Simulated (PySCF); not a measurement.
Polarisability and C₆ of C⁻ (carbon, charge -1)

[He] 2s2 2p3, high-spin 4S determinant. Computed with PySCF 2.14 in aug-cc-pCVQZ-DK (9s8p6d4f2g, 109 functions), with scalar relativity by spin-free X2C-1e. Coupled (time-dependent) response in atomic units; α is the mean over directions.

| method | mean α (bohr³) | C₆ (like pair) | S(−4) |
| --- | --- | --- | --- |
| UHF | 40.34 | 288.6 | 1127 |

S(−4) is the Cauchy moment in α(ω) = α(0) + S(−4) ω² + …

α(iu) at UHF:

| u (hartree) | α(iu) (bohr³) |
| --- | --- |
| 0 | 40.34 |
| 0.0500 | 37.80 |
| 0.100 | 32.45 |
| 0.200 | 22.60 |
| 0.300 | 16.04 |
| 0.500 | 8.969 |
| 0.750 | 5.115 |
| 1.00 | 3.299 |
| 1.50 | 1.701 |
| 2.00 | 1.038 |
| 3.00 | 0.5045 |
| 5.00 | 0.1981 |

A single London oscillator, α(iu) = α/(1 + u²/ω²), gives C₆ = (3/4) ω α². Matching the computed C₆ needs ω = 4 × 288.6 / (3 × 40.34²) = 0.236 hartree.

For an ion, C₆ is the dispersion term alone; charge-induced terms of lower order in 1/R come first.
